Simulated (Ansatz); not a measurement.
Relaxation of CH5AlCl2Si (10 atoms, charge 0, multiplicity 1), to a largest force component of 0.02 eV/Å in at most 40 steps.

The calculation used RKS LDA/STO-3G (Ansatz 0.2.0).

```xyz
10
Properties=species:S:1:pos:R:3:forces:R:3
Si -0.294 -1.188 0.886 -1.80 1.54 0.06
C 0.813 0.155 0.203 -1.01 1.69 -0.16
Al -0.158 1.237 -1.193 0.69 0.08 0.57
Cl -0.870 0.258 -2.982 0.49 0.94 1.42
Cl -0.389 3.403 -0.909 0.11 -2.20 -0.42
H -1.515 -0.478 1.478 1.34 -0.98 -0.57
H 0.384 -1.936 1.898 0.20 -0.39 0.34
H -0.739 -2.008 -0.226 0.03 -0.17 0.17
H 1.705 -0.317 -0.207 0.34 0.01 -0.40
H 1.146 0.823 1.054 -0.37 -0.52 -1.01
```

Task: Where does it end, and by what steps?

Result: The run converged. The force dipped under the threshold on the way, but the program's further checks kept it going. Limits of this set-up: minimal basis. After 16 steps the energy has fallen by 0.584 eV; Cl5 moved furthest, 0.65 Å.

| step | energy less start (eV) | largest force component (eV/Å) | accepted |
| --- | --- | --- | --- |
| 0 | 0.0000 | 2.198 | yes |
| 1 | -0.5543 | 0.587 | yes |
| 2 | -0.5745 | 0.100 | yes |
| 3 | -0.5760 | 0.033 | yes |
| 4 | -0.5764 | 0.013 | yes |
| 5 | -0.5772 | 0.045 | yes |
| 6 | -0.5780 | 0.102 | yes |
| 7 | -0.5789 | 0.099 | yes |
| 8 | -0.5803 | 0.044 | yes |
| 9 | -0.5815 | 0.053 | yes |
| 10 | -0.5818 | 0.144 | yes |
| 11 | -0.5826 | 0.068 | yes |
| 12 | -0.5829 | 0.035 | yes |
| 13 | -0.5833 | 0.020 | yes |
| 14 | -0.5833 | 0.072 | yes |
| 15 | -0.5835 | 0.027 | yes |
| 16 | -0.5836 | 0.014 | yes |

```xyz
10
Properties=species:S:1:pos:R:3
Si -0.351 -1.076 0.949
C 0.810 0.118 0.093
Al -0.063 1.189 -1.182
Cl -0.333 0.564 -3.132
Cl -0.879 3.023 -0.698
H -1.405 -0.342 1.620
H 0.370 -1.869 1.925
H -0.953 -1.960 -0.029
H 1.608 -0.458 -0.395
H 1.279 0.760 0.852
```

Run time: 27 s on 1 thread of Arm Neoverse V2 (shared host), peak memory 0.14 GiB.
